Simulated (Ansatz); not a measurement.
Os3⁻, relaxed as a doublet with UKS PBE-D4/def2-TZVPD in Ansatz, starting from packed atoms. Force threshold 0.02 eV/Å.

In the def2 sets Os takes a core potential; there is no spin–orbit coupling. The charge -1 doublet is spin-contaminated (final ⟨S²⟩ up to 2.12, 0.75 for a pure state). The highest occupied level of the charge -1 doublet lies above zero (up to 0.29 eV). Its loss leaves the charge 0 triplet, which lies 1.72 eV higher (vertical, at PBE-D4/def2-TZVPD), but this difference is unsure: the triplet is doubtful (geometry relaxed on an unsound state). The relaxation made no stability test and no search for a lower SCF solution. At PBE-D4/def2-TZVPD a sextet of charge -1 lies 0.34 eV below the doublet, each at its own geometry. The structure comes from a short search, and lower isomers may exist.

Start:

```
atom    x (Å)    y (Å)    z (Å)
 Os1   0.7502   0.7087   1.1690
 Os2   0.3511   0.3952  -1.6252
 Os3  -1.1013  -1.1040   0.4562
```

(1) Estimate the energy that the relaxation releases and the steps that it takes.

(2) Does the start keep its bonding and symmetry?

(3) Predict the relaxed structure.

Answers

(1) 2.72 eV, in 9 steps; 28 s on 4 threads of AMD EPYC 7B13 on a shared host. The force fell under the threshold at step 7, but the optimiser went on. No frequencies were taken in this run, so the end may be a saddle point.

(2) By distances, no bond broke or formed. The bond that changes most is Os2–Os3, from 2.95 to 2.36 Å (atoms count from 1). Point group Cs at the start, C2v at the end, both within 0.05 Å; within 0.015 Å the end is Cs.

(3) 
Cartesian coordinates in Å:
```
Os 0.679 0.645 0.943
Os 0.269 0.304 -1.264
Os -0.949 -0.949 0.321
```
Bond lengths (bridged metal pairs left out): 3 × Os–Os 2.27 to 2.36 Å.
